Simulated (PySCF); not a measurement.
Computed Raman spectrum (relative Raman activity) of a molecule C₃H₆O₂Si. The structure is a stationary point at PBE0-D3(BJ)/def2-SVP. One conformer was computed; it need not be the lowest. These are PBE0-D3(BJ)/def2-SVP run with PySCF values and carry that method's errors. Frequencies are harmonic and unscaled.

ν (cm⁻¹): 384 (vw), 623 (w), 709 (w), 837 (vw), 896 (vw), 926 (vw), 937 (m), 1241 (vw), 1358 (w), 1718 (m), 2251 (vs), 2263 (m), 2267 (m), 3199 (m), 3232 (s), 3330 (m) (against the strongest line: vs over 80 %, s over 45 %, m over 15 %, w over 4 %, vw less)

Which molecule gave these data?
(A) C=C1CO[Si@H]1O
(B) C=COC(=O)[SiH3]
(C) O=C1CC[Si@@H]1O
(D) C=C[SiH2]C(=O)O

B, C=COC(=O)[SiH3]
